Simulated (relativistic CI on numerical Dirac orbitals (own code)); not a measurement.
Cl⁵⁺: sensitivity of the levels to the model

Base calculation: Dirac-Coulomb-Breit CI, separate exchange-only KLI orbitals for each configuration, model QED (radiative potential, 1s self-energy scaled to tabulated hydrogen-like ionisation energies), valence Slater integrals scaled by 0.85, P86 correlation energy added to each configuration.

CI space (outside the closed core [Ne]): 3s², 3s3p, 3p², 3s3d, 3d², 3p3d, 3p4s, 3s4s, 3s4p, 3s4d, 3d4s, 3s4f, 3s5s, 3s5p, 3s5d, 4s², 3s5f, 3s5g, 3s6s, 3s6p, 3s6d. Levels of other configurations are missing.

The lowest level and the first level of each name with at least 55 % of one term (blank where a level has no safe partner in the second run):

```tsv
Level	Base (cm⁻¹)	Shift (cm⁻¹)
3s² ¹S0	0	0
3s3p ³P°0	96894	-705
3s3p ³P°1	97440	-1251
3s3p ³P°2	98579	-2390
3s3p ¹P°1	145134	-1955
3p² ¹D2	229990	-3420
3p² ³P0	234487	-2650
3p² ³P1	235111	-3273
3p² ³P2	236307	-4469
3p² ¹S0	273212	-3862
3s3d ³D1	280191	-2373
3s3d ³D2	280201	-2382
3s3d ³D3	280220	-2401
3s3d ¹D2	320888	-2752
3p3d ³F°2	384709	-3503
3p3d ³F°3	385352	-4145
3p3d ³F°4	386164	-4958
3p3d ¹D°2	390084	-4422
3s4s ³S1	407844	-1332
3p3d ³P°2	408518	-3975
3p3d ³P°1	409069	-4525
3p3d ³P°0	409477	-4934
```

At this charge configurations can still be misplaced by up to about 7 % of their energy.

Q: One thing was changed in a second run, which moved the levels as shown. Which?
A. non-relativistic limit
B. self-excluded LDA correlation estimate
C. Slater integrals left unscaled
D. configuration mixing switched off
E. QED terms removed
F. Breit term removed

A: A. Non-relativistic limit. Without relativity the fine structure collapses and s electrons lose their extra binding.
